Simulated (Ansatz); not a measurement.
```yaml
crystal:
  periodic: [false, false, false]
  atoms:
    - {symbol: In, position_ang: [-0.579897, -1.285673, 2.167031]}
    - {symbol: In, position_ang: [-1.183996, -1.090870, -2.882760]}
    - {symbol: In, position_ang: [2.386103, 0.994299, 0.089397]}
    - {symbol: P, position_ang: [-0.072617, 1.451449, 1.488825]}
    - {symbol: P, position_ang: [-0.908414, 0.850373, -0.365208]}
    - {symbol: P, position_ang: [0.358821, -0.919569, -0.497274]}
basis:
  gaussian: {orbitals: def2-TZVP, initial_orbitals: start.molden}
total_charge: 1
magnetization: {spin_polarized: true, initial_magnetization: 1}
hamiltonian: {xc: {name: wB97X-V}}
scf: {omitted_lower_state_checks: [starts]}
output: {orbitals: {seedname: orbitals}}
```

The file start.molden holds the orbitals of an earlier run on this structure, at another level or in another basis.

```sh
$ ansatz run in.yaml --threads 4 --pin off --events-out ev --progress --plain --max-ram 4787MiB
```

Question: Does this run fit into the memory that it is given?

Answer: No. It has 261 basis functions, and Ansatz plans for 5.09 GiB where 4.67 GiB are given.
